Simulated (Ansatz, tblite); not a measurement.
Isomers of Bi2F6 (singlet), found by a short tight-binding search and relaxed with PBE-D4/def2-SVP in Ansatz.

In the def2 sets Bi takes a core potential; there is no spin–orbit coupling. The xTB rows come from tblite. Correlated methods freeze 14 core orbitals; core or outer-core shells of Bi are correlated, in sets that lack core-valence functions.

Other spin states weren't relaxed.

A:

```xyz
8

Bi   -1.3746   -1.4638    0.0026
Bi    0.7675    1.1935   -0.7039
F     2.4146    1.0510    0.5258
F     0.1019    2.9681    0.0708
F    -0.6127   -2.8124    1.3682
F     0.3879   -1.4914   -1.1266
F    -0.2374    0.0747    1.0382
F    -1.4471    0.4803   -1.1751
```

B:

```xyz
8

Bi   -0.286   -1.190    0.909
Bi    0.338    1.603   -1.158
F    -1.445    0.573   -0.750
F     0.750    1.288    0.876
F    -1.031   -2.870   -0.001
F     0.875   -0.719   -0.863
F     1.341   -2.106    1.756
F    -0.543    3.421   -0.769
```

Task: Estimate which lies lowest at each level, and how far above it the others are (kJ/mol).

Result: 
```
              level     A    B
           GFN1-xTB  19.7  0.0
           GFN2-xTB  44.8  0.0
        HF/def2-SVP  37.5  0.0
       HF/def2-TZVP  44.7  0.0
    PBE-D4/def2-SVP  23.9  0.0
   PBE-D4/def2-TZVP  31.2  0.0
r2SCAN-D4/def2-TZVP  32.8  0.0
   PBE0-D4/def2-SVP  28.1  0.0
  PBE0-D4/def2-TZVP  35.1  0.0
  ωB97M-V/def2-TZVP  34.7  0.0
   B2PLYP/def2-TZVP  35.7  0.0
 PBE-QIDH/def2-TZVP  37.1  0.0
       MP2/def2-SVP  33.5  0.0
      MP2/def2-TZVP  36.3  0.0
      CCSD/def2-SVP  34.2  0.0
   CCSD(T)/def2-SVP  32.9  0.0
```
Point groups (tolerance 0.1 Å): A not assigned, B Cs. Lower isomers may exist.
